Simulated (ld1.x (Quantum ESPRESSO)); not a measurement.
# Co, TM: configuration errors across variants

cobalt (Co), norm-conserving Troullier–Martins (Kleinman–Bylander form), made with ld1.x (Quantum ESPRESSO) 7.5 (PBE, scalar-relativistic). Core [Ar], reference 3d7 4s1 4p0 (charge +1). Waves: 4s (bound): rc 2.35 bohr; 4p (bound, empty): rc 3.05 bohr; 3d (bound): rc 1.20 bohr. Local part: all-electron potential smoothed inside 1.70 bohr (lloc = -1). Core correction: Bessel-smoothed model core inside 0.60 bohr.

All-electron excitation energies from the reference (eV): (1) 3d7 4s2 4p0 -9.030; (2) 3d7 4s0 4p0 16.786; (3) 3d6 4s0 4p0 52.656; (4) 3d8 4s1 4p0 -10.233; (5) 3d7 4s1.5 4p0 -5.428; (6) 3d7 4s0 4p1 5.369; (7) 3d7.5 4s1.5 4p0 -9.991.

3 further variants failed, have other tests or too few solved ones, and are left out.

Errors AE − PS in meV (a dash: test not solved or not reliable):

```csv
change,(1),(2),(3),(4),(5),(6),(7),bound ghosts
base,-1.5,-18,-247,-68,-0.5,-1.7,-0.8,none
"all radii but the core radius scaled by about 1.33 (s 3.12, p 4.04, d 1.60 bohr); local potential all-electron potential smoothed inside 2.26 bohr (lloc = -1)",–,-37,-501,-63,-1.0,-7.2,-12,none
wave 4s (bound): rc 2.35 bohr becomes 4s (bound): rc 2.58 bohr,+0.1,-21,-290,-54,-0.1,-4.1,+4.1,none
local potential all-electron potential smoothed inside 2.74 bohr (lloc = -1),-5.9,-19,–,-171,-1.6,-2.1,-39,none
```

Q: Give the same row for: wave 3d (bound): rc 1.20 bohr becomes 3d (bound): rc 1.42 bohr.

A: -0.5, -16, -238, -65, -0.2, -1.4, -0.8; bound ghosts: none.
